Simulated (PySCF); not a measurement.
# Gas-phase acidity of 1,4-difluorobenzene

Molecule: 1,4-difluorobenzene, `Fc1ccc(F)cc1` (C6H4F2). Optimised structure (Å), atoms numbered from 1:
```
F     2.6702    0.3147   -0.3385
C     1.3515    0.1590   -0.1749
C     0.5483    1.2875   -0.0634
C    -0.8252    1.1259    0.1101
C    -1.3510   -0.1593    0.1663
F    -2.6698   -0.3150    0.3295
C    -0.5478   -1.2877    0.0548
C     0.8257   -1.1262   -0.1186
H     1.0004    2.2792   -0.1140
H    -1.4896    1.9866    0.2014
H    -1.0000   -2.2794    0.1052
H     1.4900   -1.9869   -0.2102
```

Level of theory: ωB97X-D3(BJ)/ma-def2-TZVP single points in PySCF, grid level 2; every species was optimised with PBE0-D3(BJ)/ma-def2-SVP. The prefix ma- adds one diffuse s and one diffuse p function on all atoms but H. Thermal corrections: PBE0-D3(BJ)/ma-def2-SVP frequencies, unscaled, ideal gas at 298.15 K and 1 bar, quasi-RRHO entropy.

```jsonl
{"site": "C3 (aromatic carbon)", "product": "Fc1[c-]cc(F)cc1", "ΔH(acid) / kcal/mol": "385.3", "ΔG(acid) / kcal/mol": "376.7"}
```

ΔH and ΔG refer to AH → A⁻ + H⁺ in the gas phase. Sites whose products fell apart, merged with another or lost in a GFN2-xTB screen aren't listed.

In 1,4-dioxane the product from C3 is solvated 28.6 kcal/mol more strongly than the parent (electrostatics only).

In DMF the product from C3 is solvated 53.2 kcal/mol more strongly than the parent (electrostatics only).

Measured values (NIST Chemistry WebBook, evaluated or the median of agreeing entries): deprotonation enthalpy (ΔH) 1590 kJ/mol (computed 1612, difference 22); gas-phase acidity (ΔG) 1556 kJ/mol (computed 1576, difference 20).
